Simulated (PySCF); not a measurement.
One formula, C7H13F, several structures.

PySCF, wB97X-D/def2-SVPD, density fitting, gas phase; each molecule at its own PBE0-D3(BJ)/def2-SVP geometry, one conformer. Singlet excitations by full TDDFT with frozen cores, triplets by Tamm–Dancoff TDDFT and ionisation energies by ΔSCF, from the lowest of the holes tried. 

Torsions of the conformers computed, which needn't be the lowest (atom-mapped SMILES):
- `[CH2:1]=[C:2]([CH2:3][F:4])[C@@H:5]([CH3:6])[CH2:7][CH3:8]`: C1–C2–C3–F4 -1°, C1–C2–C5–C6 114°, C2–C5–C7–C8 57°
- `[CH3:1][C:2]([CH3:3])([CH3:4])[C@@H:5]1[CH2:6][C@@H:7]1[F:8]`: C1–C2–C5–C6 21°
- `[CH2:1]=[C:2]([F:3])[CH2:4][C@H:5]([CH3:6])[CH2:7][CH3:8]`: C1–C2–C4–C5 -118°, C2–C4–C5–C6 -169°, C4–C5–C7–C8 -172°
- `[CH3:1][C:2]([CH3:3])([CH3:4])[C@@H:5]1[CH2:6][C@H:7]1[F:8]`: C1–C2–C5–C6 39°
- `[CH3:1][CH2:2][CH2:3]/[C:4]([CH3:5])=[CH:6]/[CH2:7][F:8]`: C1–C2–C3–C4 177°, C2–C3–C4–C5 63°, C4–C6–C7–F8 132°
- `[CH3:1][C:2]([CH3:3])=[C:4]([CH3:5])[CH2:6][CH2:7][F:8]`: C2–C4–C6–C7 95°, C4–C6–C7–F8 176°

The conformers of `C[C@@H]1[C@H](C)CC[C@@H]1F` and `C[C@@H]1[C@@H](C)CC[C@@H]1F` aren't listed.

Reference: `C=C(CF)[C@@H](C)CC`, with HOMO energy -9.15 eV, LUMO energy 2.05 eV, lowest singlet excitation 7.24 eV, lowest triplet excitation 4.47 eV, mean polarisability 86.3 au and vertical ionisation energy 9.31 eV.

Changes against it:

| molecule | Δ electronic energy (kcal/mol) | Δ HOMO energy (eV) | Δ LUMO energy (eV) | Δ lowest singlet excitation (eV) | Δ lowest triplet excitation (eV) | Δ mean polarisability (au) | Δ vertical ionisation energy (eV) |
| --- | --- | --- | --- | --- | --- | --- | --- |
| CC(C)(C)[C@@H]1C[C@H]1F | +2.6 | -0.68 | +0.21 | +0.88 | +3.41 | -3.6 | +0.72 |
| C[C@@H]1[C@@H](C)CC[C@@H]1F | -23.7 | -1.33 | +0.29 | +1.54 | +4.15 | -4.5 | +1.29 |
| CCC/C(C)=C/CF | -2.1 | +0.18 | -0.16 | -0.29 | -0.15 | +2.9 | -0.22 |
| CC(C)=C(C)CCF | -3.0 | +0.78 | +0.02 | -0.82 | -0.39 | +1.6 | -0.87 |

Rows whose labels were lost:

```json
{"row": "P", "Δ electronic energy (kcal/mol)": "+4.7", "Δ HOMO energy (eV)": "-0.63", "Δ LUMO energy (eV)": "+0.22", "Δ lowest singlet excitation (eV)": "+0.53", "Δ lowest triplet excitation (eV)": "+3.10", "Δ mean polarisability (au)": "-3.7", "Δ vertical ionisation energy (eV)": "+0.64"}
{"row": "Q", "Δ electronic energy (kcal/mol)": "-4.6", "Δ HOMO energy (eV)": "-0.01", "Δ LUMO energy (eV)": "+0.05", "Δ lowest singlet excitation (eV)": "0.00", "Δ lowest triplet excitation (eV)": "+0.04", "Δ mean polarisability (au)": "+1.0", "Δ vertical ionisation energy (eV)": "+0.13"}
{"row": "R", "Δ electronic energy (kcal/mol)": "-21.6", "Δ HOMO energy (eV)": "-1.27", "Δ LUMO energy (eV)": "+0.17", "Δ lowest singlet excitation (eV)": "+1.29", "Δ lowest triplet excitation (eV)": "+3.88", "Δ mean polarisability (au)": "-5.3", "Δ vertical ionisation energy (eV)": "+1.24"}
```

Problem. Which row belongs to which of `CC(C)(C)[C@@H]1C[C@@H]1F`, `C=C(F)C[C@H](C)CC` and `C[C@@H]1[C@H](C)CC[C@@H]1F`?

Solution. P = `CC(C)(C)[C@@H]1C[C@@H]1F`, Q = `C=C(F)C[C@H](C)CC` and R = `C[C@@H]1[C@H](C)CC[C@@H]1F`. P and Q are told apart most clearly by the lowest triplet excitation (+3.10 against +0.04 eV); P and R are told apart most clearly by the electronic energy (+4.7 against -21.6 kcal/mol); Q and R are told apart most clearly by the lowest triplet excitation (+0.04 against +3.88 eV); P comes close to the labelled row of `CC(C)(C)[C@@H]1C[C@H]1F` in every column; R lies nearest to the labelled row of `C[C@@H]1[C@@H](C)CC[C@@H]1F`.

Problem. Which row has the smallest HOMO–LUMO gap and which the largest, and does the HOMO or the LUMO shift more there?

Solution. Smallest, counted from the reference: `CC(C)=C(C)CCF`, -0.76 eV (HOMO +0.78, LUMO +0.02), the larger shift being that of the HOMO. Largest: `C[C@@H]1[C@@H](C)CC[C@@H]1F`, +1.62 eV (HOMO -1.33, LUMO +0.29), the larger shift being that of the HOMO.

wB97X-D is run here without its empirical dispersion term; that term would change no orbital, density or response property at a fixed geometry.
